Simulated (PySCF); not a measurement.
C₃H₃, charge +1, multiplicity 1. Atoms are numbered in the order given.

```xyz
6

C      0.0000     0.0000    -1.3280
C      0.0000     0.0000    -0.1040
C      0.0000     0.0000     1.2357
H      0.0000     0.0000    -2.4040
H      0.0000    -0.9387     1.7910
H      0.0000     0.9387     1.7910
```
Charge +1, spin multiplicity 1.

The structure is a stationary point at PBE0-D3(BJ)/def2-TZVP. The spin state was assumed, not searched. The isomer is the one that the SMILES or the coordinates give; other isomers of the formula were not compared.

Calculation: PySCF with TDDFT-B3LYP/def2-SVPD.

Vertical excitations. Gas-phase values at a fixed geometry. State labels are in the subgroup C2v.

Computed lowest excited states:
```
state  symmetry  energy (eV)  λ (nm)      f                                              main pairs
-----  --------  -----------  ------  -----  ------------------------------------------------------
S1           A2         2.26     549  0.000                                         HOMO→LUMO 100 %
S2           A1         5.40     229  0.124                      HOMO−1→LUMO 86 %, HOMO→LUMO+1 14 %
S3           A2         7.03     176  0.000                                        HOMO−2→LUMO 99 %
S4           B1         7.83     158  0.010                                        HOMO−3→LUMO 99 %
S5           A2         8.33     149  0.000                                      HOMO−1→LUMO+1 89 %
S6           A2         8.60     144  0.000                                        HOMO→LUMO+2 89 %
S7           A1         9.05     137  0.801  HOMO→LUMO+1 68 %, HOMO−1→LUMO+2 17 %, HOMO−1→LUMO 15 %
S8           B1         9.33     133  0.001                                        HOMO−4→LUMO 99 %
S9           B2         9.79     127  0.014                                        HOMO→LUMO+3 99 %
S10          B2        10.71     116  0.000                                        HOMO→LUMO+4 96 %
T1           A2         1.81     686      0                                          HOMO→LUMO 99 %
T2           A1         2.72     455      0                                       HOMO−1→LUMO 100 %
T3           A1         5.64     220      0                                        HOMO→LUMO+1 97 %
T4           A2         6.34     196      0                                        HOMO−2→LUMO 96 %
```
Triplets are in the Tamm–Dancoff approximation, which puts them higher than full response would, so one can lie above its singlet here.
